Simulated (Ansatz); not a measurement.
`C[S][ZnH]` + `C[SiH2]O` → `C[SiH2][O][ZnH]` + CH₃SH at 400 K and 1 bar (ligand exchange at a Zn–S bond).

Computed with Ansatz on PBE0-D4/def2-TZVP structures; ΔE is electronic, products minus reactants. CCSD(T)/CBS adds triple-zeta CCSD(T) − MP2 to the extrapolated MP2 energy (def2 sets, frozen cores). This one scheme is used for every species. For Zn outer-core shells are correlated without core-valence functions, which leaves a few kJ/mol of doubt a bond. Scalar relativity is left out up to krypton. One conformer a species, not always the lowest.

```csv
species,CCSD(T)/CBS energy (Eh),H − E (kJ/mol),S (J/(mol·K))
`C[S][ZnH]`,-2216.62619,142.9,337.5
`C[SiH2]O`,-405.96945,203.1,323.7
`C[SiH2][O][ZnH]`,-2184.36423,202.1,395.6
CH₃SH,-438.22835,138.7,269.4
```

H − E and S are ideal-gas, rigid-rotor, harmonic terms from PBE0-D4/def2-TZVP, for one conformer and one mirror image of each species. 1 Eh = 2625.50 kJ/mol, R = 8.31446 J/(mol·K).

Question: By hand: ΔE, ΔH, ΔS and ΔG.

Answer: ΔE = (-2184.36423) + (-438.22835) − (-2216.62619) − (-405.96945) = 0.00306 Eh = 8.0 kJ/mol. Δ(H − E) = 202.1 + 138.7 − 142.9 − 203.1 = -5.2, so ΔH = 2.8 kJ/mol. ΔS = 395.6 + 269.4 − 337.5 − 323.7 = 3.8 J/(mol·K). ΔG = 2.8 − 400 × (3.8)/1000 = 1.3 kJ/mol.

Question: By hand: the equilibrium constant, and the temperature at which ΔG would vanish if ΔH and ΔS stayed fixed.

Answer: log₁₀ K = −ΔG/(RT ln 10) = -0.2. ΔG = 0 at ΔH/ΔS = 737 K, though so small a ΔH makes that figure unsure.

TΔS isn't small against ΔH here. The sign of ΔG lies within the doubt. A doubt of 5 kJ/mol in ΔE shifts log₁₀ K by 0.7 here. Other conformers and mirror images would add mixing entropy, several J/(mol·K) or more a flexible species. Modes under 60 cm⁻¹, often nearly free rotors, make the harmonic entropy too high. These are equilibria of isolated gas molecules and say nothing of rates. Largest T1 diagnostic: 0.015 (customary marks: 0.02 for closed shells, 0.045 for open ones).
